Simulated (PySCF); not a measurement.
# Computed properties of WO2Cl, SMILES [O]=[W+](=[O])[Cl], charge +1, multiplicity 1

WO2Cl, SMILES [W+](=[O])(=[O])[Cl], charge +1, multiplicity 1. Coordinates come from a B3LYP-D3(BJ)/def2-SVP optimisation. The multiplicity is an assumed one; other spin states were not compared. The isomer is the one that the SMILES or the coordinates give; other isomers of the formula were not compared. The def2 effective core potentials stand for the cores of W; spin–orbit coupling is left out. Other conformers were not sampled. All values are computed for the isolated molecule unless a solvent is named; none is compared with measurement here.

**Structure.** The optimised structure has Cs symmetry. All 6 harmonic modes at B3LYP-D3(BJ)/def2-SVP (PySCF) are real, so it is a minimum. With heavy atoms numbered as in [W+:1](=[O:2])(=[O:3])[Cl:4], the shortest bond between them is W1–O2 at 1.682 Å and the longest W1–Cl4 at 2.223 Å.

**Vibrations.** The strongest infrared lines (harmonic, unscaled, degenerate partners summed) lie at 1030 cm⁻¹ (87 km/mol, O 90 %, W 10 %), 1076 cm⁻¹ (46 km/mol, O 93 %), 450 cm⁻¹ (27 km/mol, Cl 75 %, W 19 %). The softest mode is at 222 cm⁻¹ and the zero-point energy is 4.8 kcal/mol.

**Electronic structure.** M06-2X/def2-TZVPD (PySCF) places the frontier levels at -16.95 and -10.23 eV, a gap of 6.72 eV and a mean polarisability of 48.5 bohr³.

**Excitations.** TDDFT-M06-2X/def2-SVPD (PySCF) has S1 at 3.24 eV (383 nm, f = 0.000, dark); the most intense of the 10 singlets computed lies at 3.84 eV (f = 0.02). T1 (TDA) is at 3.12 eV. No vertical singlet excitation falls in the visible range (under 3.1 eV).
